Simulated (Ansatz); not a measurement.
`O[Si](O)(Cl)[SiH2]Cl` → 2 Cl• + 4 H• + 2 O• + 2 Si•  (atomization)

Isolated molecules relaxed with PBE0-D4/def2-TZVP in Ansatz; ΔE leaves out vibrations. CCSD(T)/CBS is the MP2 limit (def2-TZVPP, def2-QZVPP) plus CCSD(T) − MP2 in def2-TZVPP, frozen cores. This one scheme is used for every species, atoms too. Functionals use def2-TZVPP. B3LYP here is the variant with VWN-RPA as its local correlation; programs differ in this. Open shells (•) are unrestricted, without spin–orbit coupling. Spin–orbit coupling would lower the free atoms: a little for Cl, O, Si. Each species was taken in one conformer, which may not be the lowest.

`O[Si](O)(Cl)[SiH2]Cl`:

Z-matrix (Å, degrees):
```
Si
O 1 1.625
Cl 1 2.065 2 111.5
O 1 1.634 2 108.6 3 -118.6
Si 1 2.334 2 107.8 3 118.1
H 2 0.960 1 119.0 3 66.7
H 4 0.959 1 117.9 2 162.3
Cl 5 2.066 1 105.7 2 173.3
H 5 1.483 1 112.4 2 55.8
H 5 1.483 1 112.4 2 -68.8
```

```tsv
level	ΔE (kJ/mol)	difference from CCSD(T)/CBS
PBE-D4	3585.2	9.2
PBE0-D4	3522.8	-53.2
ωB97X-V	3576.1	0.1
ωB97M-V	3570.1	-5.9
PBE	3553.0	-23.0
r2SCAN	3562.7	-13.3
PBE0	3495.0	-81.0
B3LYP	3467.0	-109.0
HF/def2-TZVPP	2562.0	-1014.0
MP2/def2-TZVPP	3551.4	-24.6
SCS-MP2/def2-TZVPP	3508.5	-67.5
CCSD/def2-TZVPP	3389.4	-186.6
HF/def2-QZVPP	2570.7	-1005.3
MP2/def2-QZVPP	3627.3	51.3
SCS-MP2/def2-QZVPP	3591.3	15.3
CCSD/CBS(def2)	3516.4	-59.6
CCSD(T)/CBS	3576.0	0
```

Largest T1 diagnostic among the species: 0.012.

In def2-TZVPP, CCSD(T) changes the Hartree–Fock value by +887.0 kJ/mol (the triples alone add +59.6 kJ/mol) and MP2 by +989.4 kJ/mol; breaking electron pairs costs correlation energy, which Hartree–Fock lacks. From PBE to PBE0 (25 % exact exchange), in def2-TZVPP and without D4, ΔE moves by −58.0 kJ/mol: exact exchange takes away binding that semilocal exchange gives to molecules.

For atomizations the MP2-based limit and the directly extrapolated one differ by several kJ/mol either way, and by 10 to 25 for some Ge, Se and Sn compounds, so smaller differences from it don't rank the levels.
